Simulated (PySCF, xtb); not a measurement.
Mo(NH)(S)(F)(Cl) (ClFHMoNS), SMILES [Cl][Mo]([F])(=[S])=[NH], multiplicity 1.

Harmonic wavenumbers (cm⁻¹) from xtb with GFN2-xTB at its own minimum, in rising order: 124, 138, 171, 186, 207, 349, 459, 524, 580, 669, 1011, 3431.

Problem. What does PBE-D3(BJ)/def2-SVP (PySCF 2.14.0) give at its own minimum? (Estimate from the structure and the level; the computed values follow.)

Solution. 133, 157, 188, 235, 261, 406, 520, 562, 569, 691, 991, 3494. Paired by order, the mean absolute difference is 35 cm⁻¹ and the zero-point energies are 11.2 and 11.7 kcal/mol.
